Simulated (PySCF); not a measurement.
Isomers of C7H13B, mass 108.111 u with the commonest isotopes. Method used: PBE0-D3(BJ)/def2-SVP geometry optimisation, gas phase (PySCF 2.14.0). One conformer each, none proved a minimum here; rigid rotors.

Question: Order these by out-of-plane moment Σ m c² = (Ia + Ib − Ic)/2, largest first.
A. `[CH2:1]=[C:2]1[CH2:3][CH2:4][C@H:5]1[B:6]([CH3:7])[CH3:8]` with C4–C5–B6–C7 -170°, C1–C2–C3–C4 -171°, C2–C3–C4–C5 -8°, C3–C4–C5–B6 -92°, C1–C2–C5–C4 171°
B. `[BH2:1][C@H:2]1[CH2:3][CH:4]=[CH:5][CH2:6][CH2:7][CH2:8]1` with H–B1–C2–C3 26° and -160°, B1–C2–C3–C4 61°, C2–C3–C4–C5 57°, C4–C5–C6–C7 -57°, C5–C6–C7–C8 71°
C. `[BH2:1][C@@H:2]1[CH2:3][CH2:4][CH2:5][C:6](=[CH2:7])[CH2:8]1` with H–B1–C2–C3 96° and -79°, B1–C2–C3–C4 180°, C2–C3–C4–C5 56°, C3–C4–C5–C6 -53°, C4–C5–C6–C7 -126°
D. `[CH2:1]=[CH:2][C@H:3]1[CH2:4][BH:5][CH2:6][CH2:7][CH2:8]1` with C1–C2–C3–C4 -123°, C2–C3–C4–B5 167°, C3–C4–B5–C6 -19°, C4–B5–C6–C7 19°, B5–C6–C7–C8 -39°
E. `[CH2:1]=[CH:2][C:3](=[CH2:4])[CH2:5][B:6]([CH3:7])[CH3:8]` with C1–C2–C3–C4 -179°, C2–C3–C5–B6 -71°, C3–C5–B6–C7 -25°

Answer: E (66.24 u·Å²), A (53.97 u·Å²), B (46.87 u·Å²), C (20.56 u·Å²), D (18.71 u·Å²).

Question: Order these by radius of gyration √(Σ m r²/M), smallest first.
A. `[BH2:1][C@H:2]1[CH2:3][CH:4]=[CH:5][CH2:6][CH2:7][CH2:8]1` with H–B1–C2–C3 26° and -160°, B1–C2–C3–C4 61°, C2–C3–C4–C5 57°, C4–C5–C6–C7 -57°, C5–C6–C7–C8 71°
B. `[CH2:1]=[C:2]1[CH2:3][CH2:4][C@H:5]1[B:6]([CH3:7])[CH3:8]` with C4–C5–B6–C7 -170°, C1–C2–C3–C4 -171°, C2–C3–C4–C5 -8°, C3–C4–C5–B6 -92°, C1–C2–C5–C4 171°
C. `[CH2:1]=[CH:2][C@H:3]1[CH2:4][BH:5][CH2:6][CH2:7][CH2:8]1` with C1–C2–C3–C4 -123°, C2–C3–C4–B5 167°, C3–C4–B5–C6 -19°, C4–B5–C6–C7 19°, B5–C6–C7–C8 -39°
D. `[CH2:1]=[CH:2][C:3](=[CH2:4])[CH2:5][B:6]([CH3:7])[CH3:8]` with C1–C2–C3–C4 -179°, C2–C3–C5–B6 -71°, C3–C5–B6–C7 -25°

Answer: A (1.882 Å), B (1.993 Å), C (2.079 Å), D (2.142 Å).

Question: Order these by rotational constant A, largest first.
A. `[CH2:1]=[C:2]1[CH2:3][CH2:4][C@H:5]1[B:6]([CH3:7])[CH3:8]` with C4–C5–B6–C7 -170°, C1–C2–C3–C4 -171°, C2–C3–C4–C5 -8°, C3–C4–C5–B6 -92°, C1–C2–C5–C4 171°
B. `[CH2:1]=[CH:2][C@H:3]1[CH2:4][BH:5][CH2:6][CH2:7][CH2:8]1` with C1–C2–C3–C4 -123°, C2–C3–C4–B5 167°, C3–C4–B5–C6 -19°, C4–B5–C6–C7 19°, B5–C6–C7–C8 -39°
C. `[BH2:1][C@@H:2]1[CH2:3][CH2:4][CH2:5][C:6](=[CH2:7])[CH2:8]1` with H–B1–C2–C3 96° and -79°, B1–C2–C3–C4 180°, C2–C3–C4–C5 56°, C3–C4–C5–C6 -53°, C4–C5–C6–C7 -126°

Answer: B (3920 MHz), C (3178 MHz), A (2642 MHz).

| SMILES | point group | Ia (u·Å²) | Ib (u·Å²) | Ic (u·Å²) | κ | μa (D) | μb (D) | μc (D) |
| --- | --- | --- | --- | --- | --- | --- | --- | --- |
| C=C1CC[C@H]1B(C)C | C1 | 191.32 | 292.23 | 375.60 | -0.41 | 0.09 | 0.40 | 0.12 |
| B[C@@H]1CCCC(=C)C1 | C1 | 159.01 | 288.29 | 406.18 | -0.47 | 0.17 | 0.73 | 0.05 |
| C=C[C@H]1CBCCC1 | C1 | 128.92 | 356.87 | 448.37 | -0.79 | 0.17 | 0.26 | 0.03 |
| B[C@H]1CC=CCCC1 | C1 | 192.90 | 236.83 | 335.99 | 0.13 | 0.21 | 0.32 | 0.78 |
| C=CC(=C)CB(C)C | C1 | 193.11 | 369.39 | 430.01 | -0.73 | 0.44 | 0.03 | 0.03 |
